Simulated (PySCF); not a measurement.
## Hf²⁺: excitation energy

Hf²⁺ [Xe] 4f14 5d2 (3F) → Hf²⁺ [Xe] 4f14 5d1 6p1 (high-spin determinant), as a difference of total energies. Computed with PySCF 2.14 in aug-cc-pwCVDZ-PP with ECP60MDF, with a scalar-relativistic core potential. Correlated levels: valence: 5s2 5p6 frozen; valence and next inner shell: nothing frozen outside the core potential. The calculations carry no spin-orbit coupling.

```json
{"method": "UHF", "excitation energy (eV)": "5.700"}
{"method": "LDA", "excitation energy (eV)": "5.579"}
{"method": "PBE", "excitation energy (eV)": "5.605"}
{"method": "PBE0", "excitation energy (eV)": "5.752"}
{"method": "r2SCAN", "excitation energy (eV)": "5.790"}
{"method": "CAM-B3LYP", "excitation energy (eV)": "5.776"}
{"method": "M06-L", "excitation energy (eV)": "5.982"}
{"method": "wB97X", "excitation energy (eV)": "5.872"}
{"method": "B2PLYP", "excitation energy (eV)": "5.726"}
{"method": "MP2 (valence)", "excitation energy (eV)": "5.704"}
{"method": "SCS-MP2 (valence)", "excitation energy (eV)": "5.701"}
{"method": "MP2 (valence and next inner shell)", "excitation energy (eV)": "5.647"}
{"method": "SCS-MP2 (valence and next inner shell)", "excitation energy (eV)": "5.679"}
```

Question: How much does correlation contribute at MP2 (valence and next inner shell)?

Answer: 5.647 − (5.700) = -0.053 eV, measured against UHF.

The determinant of the upper state mixes LS terms, which raises its energy above the lowest term, most at the Hartree-Fock and MP2 levels.
